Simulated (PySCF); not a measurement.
Single point on BeF⁺

State: ¹Σ⁺ (singlet), closed shell.

An equivalent input (the run itself took its basis sets from the Basis Set Exchange, started from a PBE0 density and held the occupation σ 4α 4β, πx 1α 1β, πy 1α 1β):

```python
from pyscf import gto, dft
mol = gto.M(atom='Be 0 0 0; F 0 0 1.317', basis={'Be': 'cc-pVTZ', 'F': 'cc-pVTZ'},
            charge=1, spin=0, verbose=4, symmetry='C2v')
mf = dft.UKS(mol, xc='PBE')
mf.grids.atom_grid = (80, 434)
mf.grids.prune = dft.gen_grid.treutler_prune
mf.irrep_nelec = {'A1': (4, 4), 'B1': (1, 1), 'B2': (1, 1)}
mf.conv_tol = 1e-9
mf.max_cycle = 60
mf.diis_space = 10
mf.kernel()
```

The log (some set-up lines and the per-cycle HOMO/LUMO lines removed):

```
******** <class 'pyscf.dft.uks_symm.SymAdaptedUKS'> ********
method = SymAdaptedUKS
damping factor = 0
level_shift factor = 0
DIIS = <class 'pyscf.scf.diis.CDIIS'>
diis_start_cycle = 1
diis_space = 10
diis_damp = 0
SCF conv_tol = 1e-09
SCF conv_tol_grad = None
SCF max_cycles = 60
number electrons alpha = 6  beta = 6
Set gradient conv threshold to 3.16228e-05
init E= -114.189576263908
cycle= 1 E= -114.189844847202  delta_E= -0.000269  |g|= 0.0553  |ddm|= 0.209
cycle= 2 E= -114.185194376792  delta_E= 0.00465  |g|= 0.138  |ddm|= 0.243
cycle= 3 E= -114.190959815345  delta_E= -0.00577  |g|= 0.00957  |ddm|= 0.148
cycle= 4 E= -114.190994867834  delta_E= -3.51e-05  |g|= 0.000385  |ddm|= 0.0157
cycle= 5 E= -114.190994910527  delta_E= -4.27e-08  |g|= 2.66e-05  |ddm|= 0.000523
cycle= 6 E= -114.190994910688  delta_E= -1.62e-10  |g|= 3.26e-06  |ddm|= 3.86e-05
Extra cycle  E= -114.190994910677  delta_E= 1.1e-11  |g|= 6.87e-06  |ddm|= 1.01e-05
converged SCF energy = -114.190994910677  <S^2> = -3.5527137e-15  2S+1 = 1
```

Repeating this along the bond gives Re = 1.327 Å and ωe = 1414 cm⁻¹.

A point of this curve took 0.46 CPU seconds beside 0.14 for the integrals, on Oxide Virtual Turin-like (shared host).
